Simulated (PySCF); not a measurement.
# Excitation energy of Ta²⁺ by level of theory

Ta²⁺ [Xe] 4f14 5d3 (4F) → Ta²⁺ [Xe] 4f14 5d2 6s1, s spin flipped, as a difference of total energies. Computed with PySCF 2.14 in def2-QZVPPD with the def2 core potential (60 electrons), with scalar relativity through the core potential. Correlated levels: valence and next inner shell: nothing frozen outside the core potential. The calculations carry no spin-orbit coupling.

```csv
method,excitation energy (cm⁻¹)
UHF,14504
MP2 (valence and next inner shell),11510
SCS-MP2 (valence and next inner shell),10268
```

The upper determinant mixes two multiplicities, so it lies between the two terms.

The coupled-cluster amplitudes are large for the upper state (T1 above 0.03 or a double amplitude above 0.15), so a single reference is strained.
